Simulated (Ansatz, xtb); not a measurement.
Ranking isomers of C5H12Ge

9 gas-phase structures of C5H12Ge, from a drawn sample of its isomers (lower ones may exist). Each was relaxed with GFN2-xTB; where two conformers were screened, the lower at r2SCAN-D4/def2-SVP//GFN2-xTB is listed:

A. `[CH3][GeH]1[CH2]CC[CH2]1`, a singlet
B. `[CH3][GeH]([CH3])[CH]1CC1`, a singlet
C. `C[CH2][GeH2][CH]1CC1`, a singlet
D. `CC1(C)[CH2][GeH2][CH2]1`, a singlet
E. `C=[C]([GeH3])CCC`, a singlet
F. `C=C(C)C[CH2][GeH3]`, a singlet
G. `CC[C@@H]1C[CH2][GeH2]1`, a singlet
H. `[GeH3][CH2]CC1CC1`, a singlet
I. `C[C@@H]1C[CH2][GeH2][CH2]1`, a singlet

Task: Estimate their order in r2SCAN-D4/def2-SVP//GFN2-xTB energy at these geometries, lowest first.

Result: Calculated order at r2SCAN-D4/def2-SVP//GFN2-xTB: A (0.0), I (17.3), B (84.0), D (91.4), G (100.4), F (112.2), C (119.1), E (119.1), H (132.0) kJ/mol. Less than 1 kcal/mol parts C and E, so the order within that pair means little.

Energies above the lowest of each column, in kJ/mol; the last columns are at r2SCAN-D4/def2-SVP geometries and were run for some of them only (a dash: not run or not comparable):

```
structure  GFN2-xTB  HF/STO-3G  r2SCAN-D4/def2-SVP//GFN2-xTB  r2SCAN-D4/def2-SVP  CCSD(T)/def2-SVP + ΔMP2/def2-TZVPP
        A      21.1        0.0                           0.0                 0.0                                 0.0
        I       0.0       23.7                          17.3                16.6                                24.1
        B      99.1      146.6                          84.0                84.1                                83.5
        D      57.7      124.5                          91.4                   –                                   –
        G      75.6      137.4                         100.4                   –                                   –
        F      77.1      222.6                         112.2                   –                                   –
        C      95.0      186.5                         119.1                   –                                   –
        E      84.7      222.8                         119.1                   –                                   –
        H      69.4      208.3                         132.0                   –                                   –
```

CCSD(T)/def2-SVP + ΔMP2/def2-TZVPP puts A lowest of those it was run on; GFN2-xTB picks I. Flexible structures stand in one conformer each, not always the lowest. Frequencies (GFN2-xTB) were run for A, B, I alone. The ΔMP2 step shifts differences by up to 15.4 kJ/mol, which makes them less sure. ΔMP2 is the change of the MP2 energy from the smaller to the larger basis.

Over these structures GFN2-xTB departs from r2SCAN-D4/def2-SVP//GFN2-xTB by 18.7 kJ/mol on average once a common shift is removed. A GFN2-xTB relaxation took about 0.12 s and the r2SCAN-D4/def2-SVP//GFN2-xTB energy about 2 s on a shared host (Ansatz 0.2.0, xtb 6.7.1).
